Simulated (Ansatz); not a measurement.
`SB1N[SiH2]1` + H–F → `FB1N[SiH2]1` + H₂S  (ligand exchange at a B–S bond)

Program: Ansatz. Geometries: PBE0-D4/def2-TZVP. ΔE: electronic, gas phase. CBS: MP2 limit from def2 TZ/QZ plus the TZ coupled-cluster correction, frozen cores. This one scheme is used for every species. DFT in def2-TZVPP. B3LYP here is the variant with VWN-RPA as its local correlation; programs differ in this. HSE06 is defined as in plane-wave codes. Each species was taken in one conformer, which may not be the lowest.

```tsv
level	ΔE (kJ/mol)	difference from CCSD(T)/CBS
LDA (SPW92)	-48.8	-2.6
PBE-D4	-44.3	1.9
revPBE-D4	-40.2	6.0
BLYP-D4	-54.3	-8.1
r2SCAN-D4	-51.9	-5.7
B97M-V	-58.7	-12.5
PBE0-D4	-44.9	1.3
B3LYP-D4	-55.0	-8.8
r2SCANh-D4	-51.5	-5.3
r2SCAN0-D4	-50.9	-4.7
HSE06-D4	-44.8	1.4
BHLYP-D4	-58.5	-12.3
CAM-B3LYP-D4	-61.6	-15.4
ωB97X-V	-55.7	-9.5
ωB97M-V	-56.1	-9.9
B2PLYP	-56.3	-10.1
PBE-QIDH	-46.0	0.2
PBE	-49.0	-2.8
revPBE	-49.4	-3.2
BLYP	-63.7	-17.5
r2SCAN	-53.1	-6.9
PBE0	-49.1	-2.9
B3LYP	-62.7	-16.5
r2SCANh	-52.7	-6.5
r2SCAN0	-52.4	-6.2
BHLYP	-65.5	-19.3
LC-ωPBE	-53.9	-7.7
RPA@PBE/def2-TZVPP	-53.2	-7.0
HF/def2-SVP	-78.8	-32.6
MP2/def2-SVP	-58.6	-12.4
CCSD/def2-SVP	-66.4	-20.2
CCSD(T)/def2-SVP	-64.1	-17.9
MP2/def2-TZVPP	-41.6	4.6
SCS-MP2/def2-TZVPP	-49.9	-3.7
CCSD/def2-TZVPP	-54.4	-8.2
CCSD(T)/def2-TZVPP	-50.0	-3.8
SCS-MP2/def2-QZVPP	-48.2	-2.0
HF/CBS(def2)	-75.7	-29.5
MP2/CBS(def2)	-37.8	8.4
CCSD/CBS(def2)	-50.6	-4.4
CCSD(T)/CBS	-46.2	0
```

Largest T1 diagnostic among the species: 0.014.

The D4 term adds +7.6 kJ/mol with B3LYP and +4.1 kJ/mol with PBE0; it sums over pairs of atoms, weighted by their polarisabilities, and B3LYP, whose exchange is more repulsive, gets the larger term. Leaving LDA and LC-ωPBE aside and taking each functional with its dispersion term where it has one, the values spread over 21.4 kJ/mol, from CAM-B3LYP-D4 to revPBE-D4. In def2-TZVPP, CCSD(T) changes the Hartree–Fock value by +24.4 kJ/mol (the triples alone add +4.4 kJ/mol) and MP2 by +32.9 kJ/mol.
